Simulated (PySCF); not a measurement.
Species: C₂H₉NOSi.
Bonds: C1–N2, N2–Si3, Si3–O4, O4–C5. Hydrogens: H6, H7, H8 on C1; H9 on N2; H10, H11 on Si3; H12, H13, H14 on C5.

Method: PBE0-D3(BJ)/def2-SVP geometry optimisation, gas phase in PySCF 2.14.0; density fitting, grid level 1; the optimiser is geomeTRIC in internal coordinates, started from a GFN2-xTB structure with every atom displaced at random (about 0.01 Å).

Step 0: E = -13619.7197 eV
```
atom  x, y, z in Å  |  force x, y, z in eV/Å
C1      2.3492    0.0089   -0.4625   -1.814   1.416  -0.637
N2      0.9231   -0.2943   -0.3354    0.851   0.552   0.068
Si3    -0.0895    0.3378    0.9129    2.669   0.486   0.340
O4     -1.5273   -0.2823    0.7938   -3.844  -1.170  -1.042
C5     -2.4761   -0.1913   -0.2618    0.070   0.709   1.292
H6      2.9606   -0.5624    0.1903    1.017  -0.877   0.877
H7      2.4801    1.0787   -0.2063    0.200  -0.173  -0.077
H8      2.6719   -0.1137   -1.5021    0.205  -0.073  -0.148
H9      0.7430   -1.2336   -0.6096   -0.343  -1.003  -0.183
H10    -0.0119    1.7893    0.7378    0.036   0.705   0.101
H11     0.1897   -0.0816    2.3044    0.481   0.148   0.329
H12    -1.9807   -0.2966   -1.2154    0.180  -0.141  -0.789
H13    -3.0041    0.7966   -0.2325    0.288  -0.435  -0.053
H14    -3.2349   -0.9704   -0.1218    0.003  -0.144  -0.079
```

Step 1: E = -13620.0249 eV
```
atom  x, y, z in Å  |  force x, y, z in eV/Å
C1      2.2814    0.0280   -0.4957   -0.042   0.018   0.202
N2      0.8948   -0.3269   -0.2902    0.088  -0.242  -0.031
Si3    -0.0765    0.3172    0.9885   -0.470  -0.254  -0.169
O4     -1.6082   -0.3431    0.8269    0.436   0.180   0.166
C5     -2.4367   -0.1787   -0.2875    0.065   0.055  -0.042
H6      2.9819   -0.5296    0.1659   -0.036   0.114  -0.185
H7      2.4238    1.1004   -0.2853    0.024   0.011  -0.002
H8      2.5876   -0.1295   -1.5416    0.042  -0.045  -0.028
H9      0.7043   -1.2994   -0.5276   -0.018   0.116   0.073
H10    -0.0531    1.8035    0.8350    0.012   0.065   0.045
H11     0.3284   -0.0427    2.3800   -0.017  -0.012   0.012
H12    -1.8843   -0.2958   -1.2396   -0.067  -0.010   0.041
H13    -2.9153    0.8177   -0.2915   -0.011   0.006  -0.030
H14    -3.2348   -0.9361   -0.2455   -0.006  -0.003  -0.053
```

**Question.** Estimate the geometry and energy of step 2. (The exact step hangs on the optimiser's Hessian estimate; all steps are aligned on step 1, rigid shifts and turns removed.)

**Answer.** E = -13620.0414 eV, largest force 0.239 eV/Å
```
atom  x, y, z in Å  |  force x, y, z in eV/Å
C1      2.2696    0.0363   -0.5043   -0.088   0.058  -0.035
N2      0.8995   -0.3607   -0.2649    0.090  -0.061   0.089
Si3    -0.0827    0.2922    1.0019   -0.212  -0.073  -0.081
O4     -1.6136   -0.3467    0.8342    0.159   0.086   0.036
C5     -2.4243   -0.1642   -0.2928    0.008   0.025  -0.026
H6      3.0114   -0.4713    0.1438   -0.018  -0.001  -0.022
H7      2.3809    1.1192   -0.3297   -0.013  -0.006  -0.002
H8      2.5606   -0.1434   -1.5524    0.018  -0.010  -0.007
H9      0.7216   -1.3380   -0.4799    0.030   0.005   0.015
H10    -0.0513    1.7819    0.8512    0.033   0.008   0.017
H11     0.3085   -0.0630    2.3991   -0.020  -0.023   0.001
H12    -1.8647   -0.2921   -1.2370    0.002  -0.007   0.008
H13    -2.8847    0.8410   -0.3068    0.009   0.000   0.009
H14    -3.2377   -0.9061   -0.2706    0.002  -0.002  -0.001
```

The energy changes by -0.0165 eV. The first-order estimate −F·Δx gives -0.0216 eV and the mean of the old and new forces, exact on a quadratic surface, -0.0162 eV. The step makes an angle of 81° with the force vector and moves no atom by more than 0.069 Å.

What follows is the cost of the whole optimisation. Hardware: one thread of an Arm Neoverse V1, on a shared host. Cost: 1.8 min, 0.51 GiB resident at most.
